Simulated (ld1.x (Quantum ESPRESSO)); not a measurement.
## What one change does to a pseudopotential (chlorine (Cl), TM)

* Element: Cl (Z = 17)
* Generator: ld1.x (Quantum ESPRESSO) 7.5
* Type: norm-conserving Troullier–Martins (Kleinman–Bylander form)
* Functional: PBE
* Relativity: scalar-relativistic
* Frozen core: [Ne]
* Valence charge: 7
* Reference configuration: 3s2 3p4 (charge +1)
* Partial waves: 3s (bound): rc 1.15 bohr; 3p (bound): rc 1.35 bohr
* Local potential: the p channel
* Core correction: Bessel-smoothed model core, default radius (core density twice the valence density)

Change: wave 3p (bound): rc 1.35 bohr becomes 3p (bound): rc 1.20 bohr.

Cutoffs: the cutoffs (Ry, on a coarse ladder) from which the occupation-weighted sum of valence levels, in a spherical-Bessel basis at the reference potential, stays within 10 and 1 mRy of its value at 400 Ry; they do not see the model core or the augmentation charge, which bear on the density cutoff. Errors are all-electron minus pseudo energies relative to the spin-unpolarised reference configuration.

Question: Predict the effect on cutoff, ghosts and configuration errors.

Answer: The potential gets harder (55 Ry and 100 Ry → 60 Ry and 120 Ry); of the 7 tests that both files solve, the error grows in 1 and shrinks in 0 by more than 15 % and 0.3 meV (median size 7.0 → 7.4 meV); neither file shows a bound ghost. A smaller radius makes the pseudo-wave follow the all-electron one further in, where it bends more sharply, so more plane waves are needed.

| quantity | base | changed |
| --- | --- | --- |
| cutoff, loose | 55 Ry | 60 Ry |
| cutoff, tight | 100 Ry | 120 Ry |
| loose cutoff by channel (10 mRy a level) | s 35 Ry, p 15 Ry | s 30 Ry, p 15 Ry |
| bound ghosts | none | none |
| error for 3s2 3p5, meV [ΔE -13.88 eV] | +5.1 | +5.3 |
| error for 3s2 3p3, meV [ΔE 25.45 eV] | +7.4 | +7.8 |
| error for 3s2 3p2, meV [ΔE 63.75 eV] | +48 | +48 |
| error for 3s2 3p5.3, meV [ΔE -16.01 eV] | +7.0 | +7.4 |
| error for 3s1 3p6, meV [ΔE -1.72 eV] | +2.5 | +3.0 |
| error for 3s2 3p4.5, meV [ΔE -8.29 eV] | +2.0 | +2.0 |
| error for 3s2 3p1, meV [ΔE 116.00 eV] | +147 | +141 |
